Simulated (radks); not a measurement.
The numbers below are computed, except where a source is named.
Problem. Radial electron density D(r) = 4 pi r^2 rho(r) of an atom or ion with 50 electrons. Code: a radial shooting solver on a logarithmic mesh with Libxc functionals. Model: scalar-relativistic Kohn-Sham, PBE, spin-polarised, spherical densities, finite nucleus; Fermi nuclear charge, rms radius of each element as measured or else 0.836 A^(1/3) + 0.57 fm.

```
   r/bohr * D(r) (the largest magnitude, 91.3, reaches the edge; | marks zero)
 0.003761 |          *
 0.004309 |            *
 0.004976 |               *
 0.005701 |                  *
 0.006531 |                     *
 0.007543 |                         *
 0.008642 |                            *
 0.009981 |                                *
  0.01143 |                                   *
  0.01321 |                                      *
  0.01513 |                                        *
  0.01747 |                                         *
  0.02002 |                                         *
  0.02312 |                                        *
  0.02649 |                                       *
  0.03059 |                                     *
  0.03505 |                                    *
  0.04015 |                                    *
  0.04637 |                                       *
  0.05312 |                                           *
  0.06135 |                                                *
  0.07029 |                                                    *
  0.08118 |                                                      *
    0.093 |                                                     *
   0.1074 |                                                *
   0.1231 |                                           *
   0.1421 |                                       *
   0.1628 |                                      *
   0.1865 |                                         *
   0.2154 |                                             *
   0.2468 |                                             *
    0.285 |                                         *
   0.3266 |                                *
   0.3771 |                      *
   0.4321 |                *
    0.499 |              *
   0.5717 |                *
   0.6603 |                 *
   0.7564 |                *
   0.8736 |             *
    1.001 |         *
    1.147 |      *
    1.324 |   *
    1.517 |  *
    1.752 | *
    2.007 | *
    2.318 |*
    2.656 |*
    3.068 *
    3.514 *
    4.059 *
     4.65 *
     5.37 *
```

What is the nuclear charge?

Solution. Z = 54. The innermost maximum, from 1s, lies near gamma/Z bohr with gamma = sqrt(1 - (Z/c)^2) = 0.919, here 0.017 bohr (found: 0.0186), and its height grows with Z. The density is that of the xenon ion Xe4+ in [Kr] 4d10 5s2 5p2; the configuration itself is not fixed sharply by these data, and Z only to a few units. D(r) has 4 maxima, at r = 0.0186, 0.0825, 0.237, 0.676 bohr, and minima at 0.0362, 0.155, 0.495 bohr, inside which lie 1.98, 11.16, 29.01 electrons.
